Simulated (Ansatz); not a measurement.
## Match the barriers

Saddle point of BH$_{4}$Cl$_{2}$OF, singlet (BHCl₂ ([Cl][BH][Cl]) + H₂O + HF → BHCl₂O ([OH][B]([Cl])[Cl]) + HF + H₂; bonds formed: H2–H7, H5–F8; dative contacts that become bonds: B1–O6; bonds broken: B1–H2, H5–O6, H7–F8), PBE0-D4/def2-TZVP structure:

```
9
angstrom
B -0.0511 0.6425 -0.4563
H -0.4640 -0.5301 -1.0300
Cl 1.2438 1.1921 -1.5579
Cl -1.5786 1.5971 -0.4175
H 0.4478 -0.8821 0.9327
O 0.4388 0.3395 0.9073
H -0.1708 -1.1998 -0.4474
F 0.2670 -1.8995 0.4971
H -0.1327 0.7402 1.5720
```

Program: Ansatz 0.2.0. Basis: def2-TZVPP, with def2-QZVPP for the basis limit. Cores are frozen in the correlated methods. Extrapolation: Hartree–Fock as exp(−7.88 √X), correlation as X^−2.97. Four methods, as single points on the PBE0-D4 structures, gave these electronic barriers from the start structure: 0.194, 0.679, 0.887, 1.458 eV.

Q: The methods were, in alphabetical order, CCSD(T), HF, PBE0-D4, SPW92. Which gave which? (A judgement: the text doesn't fix the answer.)

A: The calculation gives: SPW92 0.194; PBE0-D4 0.679; CCSD(T) 0.887; HF 1.458 eV. For comparison, CCSD(T) at an estimated basis limit (MP2 extrapolated from triple and quadruple zeta, plus CCSD(T) − MP2 in triple zeta) gives 0.908 eV.

No T1 diagnostic of these runs exceeds 0.011.

Labels in which every atom is bracketed show which atoms are joined, not bond orders.

For scale, one of the runs: CCSD(T)/def2-TZVPP, 233 basis functions, launched by `ansatz run in.yaml --threads 4 --pin off --events-out ev --progress --plain --max-ram 9574MiB`. Time: 88 s of wall clock on 4 CPU threads of an Intel Xeon Platinum 8259CL; the host was shared. Peak host memory: 4.2 GiB.
